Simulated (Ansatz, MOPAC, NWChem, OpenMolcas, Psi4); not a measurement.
CH4AlClO (SMILES C[O][AlH][Cl]): the zero-point energy at each level's own minimum, rung by rung

The runs start from one conformer, not always the lowest.

CH4AlClO, singlet, SMILES `C[O][AlH][Cl]`. Each level relaxes the structure for itself.

Quantity: the zero-point energy at each level's own minimum, in kJ/mol. The values are calculated.

| level | kind | program | value (kJ/mol) |
| --- | --- | --- | --- |
| PM3 | semi-empirical | MOPAC | 130.8 |
| MNDOD | semi-empirical | MOPAC | 140.7 |
| PM6 | semi-empirical | MOPAC | 128.2 |
| PM6-D3 | semi-empirical | MOPAC | 128.4 |
| HF/3-21G | Hartree–Fock | OpenMolcas | 142.4 |
| HF/6-31G* (Cartesian functions) | Hartree–Fock | OpenMolcas | 142.7 |
| BP86/def2-SVP | GGA | NWChem | 128.6 |
| PBE/def2-SVP | GGA | NWChem | 128.9 |
| PBE0-D4/def2-TZVP | global hybrid | Ansatz | 133.2 |
| PBE0-D4/def2-TZVP (density fitting) | global hybrid | Psi4 | 133.2 |

Harmonic and unscaled. The values span 128.2 to 142.7 kJ/mol.
